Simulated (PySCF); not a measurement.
The free ion Mo4+ in its d2 configuration.

Method (PySCF 2.14, density fitting): CASSCF(2,5) with orbitals averaged over all microstates of the shell, strongly contracted NEVPT2 on the averaged canonical orbitals; basis x2c-TZVPall; spin-free X2C; gas phase; spin-orbit coupling by state interaction with the mean-field operator over all roots.

CASSCF energies above the lowest CASSCF root:

```csv
state,CASSCF / cm⁻¹
3F,0
1D,11360
3P,12972
1G,17413
1S,43650
```

How does dynamic correlation (SC-NEVPT2) move these states?


```csv
state,NEVPT2 / cm⁻¹,shift / cm⁻¹
3F,0,0
1D,9724,-1636
3P,11081,-1891
1G,15680,-1733
1S,39110,-4540
```

In the ligand-field fit B goes from 865 to 740 cm⁻¹, C goes from 3518 to 3265 cm⁻¹.
